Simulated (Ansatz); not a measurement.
Input file for Ansatz (an electronic-structure program): U-MP2/cc-pVTZ on CF2 (SMILES F[C]F, charge +1), 2S+1 = 2, atoms moved off the minimum. Charge +1.

Ansatz 0.2 input:
```yaml
crystal:
  periodic: [false, false, false]
  atoms:
    - {symbol: F, position_ang: [-1.18179541, -0.32853792, 0.04809961]}
    - {symbol: C, position_ang: [-0.07249407, 0.58628707, -0.07516049]}
    - {symbol: F, position_ang: [1.05585578, -0.08273351, -0.08734477]}
basis:
  gaussian:
    orbitals: cc-pVTZ
total_charge: 1
magnetization: {spin_polarized: true, initial_magnetization: 1}
correlation: {method: mp2, electrons: outside_noble_gas}
scf: {omitted_lower_state_checks: [cluster_reference]}
output: {forces: true}
```

The head of its log:

```
Functional definition: HF
[...]
these checks for a lower state are left out or cut short: cluster_reference
integrals: 0.04 GiB planned
569 factors; integrals over basis functions are off by at most 9.2e-4 eV
mean field: 0.16 GiB planned
mean field evaluation 1: about -6422.3494 eV, gradient 4.6e1 eV
mean field evaluation 2: about -6422.3539 eV, gradient 4.6e1 eV
mean field evaluation 4: about -6429.9181 eV, gradient 3.9e0 eV
mean field evaluation 8: about -6430.1407 eV, gradient 3.8e-1 eV
mean field evaluation 16: about -6427.2264 eV, gradient 5.2e0 eV
mean field -6430.14401484 eV, -236.3034340371 hartree, gradient 2.8e-6 eV, S^2 0.771930; 0 other end points of the search recorded, 0 dependent functions left out
3 core orbitals not correlated
reference -6430.14401484 eV, -236.3034340371 hartree; 9, 8 occupied and 78, 79 virtual orbitals, 569 factors
densities: 0.17 GiB planned
```

Task: Give the final energy of this run.

Result: -236.9218 hartree.
